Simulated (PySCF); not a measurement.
## Er⁵⁹⁺ (erbium, charge +59) across methods

[He] 2s2 2p5, 2P determinant. Computed with PySCF 2.14 in an uncontracted even-tempered set (15 s from 35 bohr⁻², ratio 2.5; 9 p from 46 bohr⁻², ratio 2.5; 5 d from 180 bohr⁻², ratio 2.7; 4 f from 280 bohr⁻², ratio 2.7), with no relativity, point nucleus.

```
method  E (hartree)  mean ε 2s β (eV)  mean ε 2p α (eV)  mean ε 2p β (eV)  Σ⟨r²⟩ (bohr²)   ⟨S²⟩
   PBE     -8195.41          -13252.7          -12983.4          -12958.5        0.05802  0.750
   UHF  -8196.00200          -13399.3          -13131.9          -13101.4        0.05796  0.750
r2SCAN     -8196.35          -13270.3          -13001.8          -12975.4        0.05798  0.750
  PBE0     -8195.65          -13289.9          -13020.9          -12994.7        0.05800  0.750
  TPSS     -8196.37          -13259.9          -12986.3          -12962.7        0.05801  0.750
   LDA     -8188.42          -13244.7          -12978.1          -12951.1        0.05805  0.750
 B97-3     -8195.68          -13293.4          -13023.4          -12997.0        0.05799  0.750
```

A non-relativistic calculation at this Z misses sizeable relativistic shifts. Spin-orbit coupling, absent here, splits the open shell strongly.
